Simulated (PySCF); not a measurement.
## Working out the ionisation energy of Ni(8+)

Ni(8+) [Ar] 3d2 (3F) → Ni(9+) [Ar] 3d1 (2D). Computed with PySCF 2.14 in an even-tempered Gaussian basis (20 s from 0.4 bohr⁻², ratio 2.5; 13 p from 0.52 bohr⁻², ratio 2.5; 9 d from 0.52 bohr⁻², ratio 2.5; 4 f from 1.9 bohr⁻², ratio 2.7; 4 g from 2.8 bohr⁻², ratio 2.7), with scalar relativity by spin-free X2C-1e. Frozen: [Ne]; the 40 highest virtual orbitals dropped. Energies in hartree (1 hartree = 27.21139 eV):

```
             part  Ni(8+) (lower)  Ni(9+) (upper)
              UHF    -1497.695865    -1490.619206
MP2 opposite-spin       -0.264873       -0.255979
    MP2 same-spin       -0.090531       -0.083819
```

Task: What does Hartree-Fock give?

Result: (-1490.619206) − (-1497.695865) = 7.076659 hartree = 192.566 eV.

Task: What do MP2 and SCS-MP2 (6/5 opposite-spin, 1/3 same-spin) give?

Result: The opposite-spin parts differ by 0.242 eV and the same-spin parts by 0.183 eV. MP2: 192.566 + (0.242) + (0.183) = 192.991 eV. SCS-MP2: 192.566 + 1.2 × (0.242) + (0.183)/3 = 192.917 eV.

A first-order spin-orbit estimate adds 0.055 eV to MP2 (outer shells), giving 193.046 eV against 193.2 ± 0.5 eV (semi-empirical (NIST evaluation); NIST Atomic Spectra Database, ionization energies).

What remains against the reference includes basis incompleteness, the frozen core and correlation beyond second order.
